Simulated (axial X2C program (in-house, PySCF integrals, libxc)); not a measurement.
## Spin–orbit effects down a group: molecules with O (ions), PBE0

Calculated with an in-house all-electron X2C program for linear molecules (integrals from PySCF), spin-free (one-electron X2C) or two-component (2c: spin–orbit coupling with atomic mean-field Coulomb and Gaunt terms, which also bring small scalar terms), in Dyall basis sets with cores contracted in-house; open shells are unrestricted.

Basis sets: O dyall-av3z, S dyall-av3z, Se dyall-acv3z, Te dyall-acv3z.

```
molecule   spin-free state  Re (Å)  ωe (cm⁻¹)  De (eV)  2c state  Re 2c (Å)  ωe 2c (cm⁻¹)  De 2c (eV)
     SO⁻  M_S = 1/2, Λ = 1   1.576      934.6     4.30   Ω = 3/2      1.576         934.5        4.32
    SeO⁻  M_S = 1/2, Λ = 1   1.716      773.7     3.82   Ω = 3/2      1.716         774.3        3.85
    TeO⁻  M_S = 1/2, Λ = 1   1.883      702.6     3.56   Ω = 3/2      1.885         702.1        3.54
```

Q: Work out the shifts from the spin-free to the two-component result.

A: 

| molecule | 2c state | ΔRe (Å) | Δωe (cm⁻¹) | ΔDe (eV) |
| --- | --- | --- | --- | --- |
| SO⁻ | Ω = 3/2 | 0.000 | -0.1 | 0.02 |
| SeO⁻ | Ω = 3/2 | 0.000 | 0.6 | 0.03 |
| TeO⁻ | Ω = 3/2 | 0.002 | -0.5 | -0.02 |

Shifts of one unit in the last digit are rounding.

Fragments in 2c: S- + O, Se- + O, Te- + O. Each entry is the lowest single determinant of a limited PBE0 search at one distance. De goes to single-determinant-based atoms at the same level (for ions the charge split of lowest energy) and is withheld (n/a) where an atom does not fit its ground term or J level. Main or longest-lived isotopes. Some light 2c atoms are not at their ground J level, so De misses part of their lowering (0.04 eV or less). The functionals have no current term, which raises determinants with orbital currents.
